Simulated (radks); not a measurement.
Values are calculated unless marked as measured or tabulated.
Species: Ta+. Configuration: [Xe] 4f14 5d(up 2.625, down 0.375) 6s(up 0.5, down 0.5) (fractional occupations, a model configuration).

Level of theory: scalar-relativistic Kohn-Sham, r2SCAN, spin-polarised, spherical densities, finite nucleus; meta-GGA in the generalised Kohn-Sham scheme; Fermi nuclear charge, rms radius 5.3507 fm (a radial shooting solver on a logarithmic mesh with Libxc functionals).

Energy parts (eV):
total: -424597.38
kinetic: 466390.53
electron-nucleus: -1048033.01
Hartree: 165629.14
exchange-correlation: -8584.04

Orbitals (lengths in bohr, moments of r in powers of bohr; r(90%) holds 90 % of the orbital's charge):
| orbital | occ. | eigenvalue (eV) | <r^2> | r(90%) | <1/r> |
|---|---|---|---|---|---|
| 1s down | 1 | -67444.67 | 0.0004789 | 0.0340 | 85.40 |
| 1s up | 1 | -67444.66 | 0.0004789 | 0.0340 | 85.40 |
| 2s up | 1 | -11619.25 | 0.007374 | 0.122 | 19.97 |
| 2s down | 1 | -11619.12 | 0.007374 | 0.122 | 19.97 |
| 2p up | 3 | -10181.22 | 0.006085 | 0.115 | 18.15 |
| 2p down | 3 | -10181.13 | 0.006085 | 0.115 | 18.15 |
| 3s down | 1 | -2676.970 | 0.04785 | 0.300 | 7.404 |
| 3s up | 1 | -2676.962 | 0.04785 | 0.300 | 7.404 |
| 3p up | 3 | -2247.187 | 0.04859 | 0.306 | 6.844 |
| 3p down | 3 | -2247.185 | 0.04859 | 0.306 | 6.844 |
| 3d up | 5 | -1744.762 | 0.04040 | 0.288 | 6.462 |
| 3d down | 5 | -1744.704 | 0.04040 | 0.288 | 6.462 |
| 4s up | 1 | -557.0145 | 0.2376 | 0.658 | 3.130 |
| 4s down | 1 | -556.9415 | 0.2377 | 0.658 | 3.129 |
| 4p up | 3 | -415.4059 | 0.2703 | 0.708 | 2.849 |
| 4p down | 3 | -415.3465 | 0.2703 | 0.708 | 2.849 |
| 4d up | 5 | -233.1869 | 0.3173 | 0.784 | 2.530 |
| 4d down | 5 | -233.1115 | 0.3172 | 0.784 | 2.530 |
| 5s up | 1 | -82.3698 | 1.379 | 1.60 | 1.202 |
| 5s down | 1 | -81.4086 | 1.360 | 1.58 | 1.211 |
| 5p up | 3 | -48.4159 | 1.917 | 1.91 | 1.007 |
| 5p down | 3 | -46.9783 | 1.877 | 1.88 | 1.018 |
| 4f up | 7 | -32.2354 | 0.5242 | 1.07 | 1.999 |
| 4f down | 7 | -32.0101 | 0.5147 | 1.06 | 2.006 |
| 6s up | 0.5 | -12.0218 | 10.31 | 4.40 | 0.4184 |
| 5d up | 2.625 | -11.1884 | 5.091 | 3.27 | 0.6316 |
| 6s down | 0.5 | -10.7910 | 11.50 | 4.66 | 0.3916 |
| 5d down | 0.375 | -9.2577 | 5.511 | 3.44 | 0.6220 |

The highest occupied level is 5d down at -9.258 eV. Summed over all electrons, <r^2> = 53.84 bohr^2, which gives a Langevin (diamagnetic) susceptibility term of -42.6 x 10^-6 cm^3/mol. The density falls to 0.001 e/bohr^3 at r = 4.38 bohr. Spin moment in Bohr magnetons: 2.25. The electron density at the nucleus is 1.394e+06 e/bohr^3 (large components only). The spin density at the nucleus is -3.88 e/bohr^3 (1s 0.09, 2s -0.99, 3s 0.39, 4s 1.40, 5s -12.69, 6s 7.92).
